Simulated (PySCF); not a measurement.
Bonds (- single, = double, # triple, : aromatic): N1#C2, C2-Si3, Si3-Si4, Si3-C5, C5-C6, C6-C7, C7-C5. Si3 carries H8; Si4 carries H9, H10, H11; C5 carries H12; C6 carries H13, H14; C7 carries H15, H16. Stereochemistry as in N#C[Si@@H]([SiH3])C1CC1. H13, H16 are cis to Si3 on the ring; H14, H15 are trans to Si3 on the ring.

Geometry: GFN2-xTB; GIAO absolute shieldings from PySCF 2.14.0 with density-fitted response routines, gas phase, non-relativistic, averaged over equivalent atoms.

At PBE0/pcSseg-1 (178 basis functions, 34 s wall time on 1 thread of an Arm Neoverse V2, shared host):
```
     atoms  σ (ppm)
        N1    -97.9
        C2     62.3
        C6    179.8
        C7    183.3
        C5    189.9
       Si3    404.5
       Si4    465.5
        H8    27.86
H9/H10/H11    28.11
       H14    30.73
       H15    30.97
       H13    31.19
       H16    31.59
       H12    31.73
```

Task: Predict the values at B97-2/aug-cc-pVDZ on the same geometry.

Result: 
```csv
atoms,σ at B97-2/aug-cc-pVDZ,change
N1,-47.8,+50.1
C2,79.3,+17.0
C6,190.6,+10.8
C7,193.2,+9.9
C5,198.3,+8.4
Si3,461.7,+57.2
Si4,518.4,+52.9
H8,27.95,+0.09
H9/H10/H11,28.32,+0.21
H14,31.01,+0.28
H15,31.19,+0.22
H13,31.46,+0.27
H16,31.77,+0.18
H12,31.90,+0.17
```

The largest change is at Si3 (silicon bonded to 2 C, Si, H). Cost: 250 basis functions, 53 s wall time on 1 thread of an Arm Neoverse V1, shared host. The order of the carbon signals is the same at both levels.
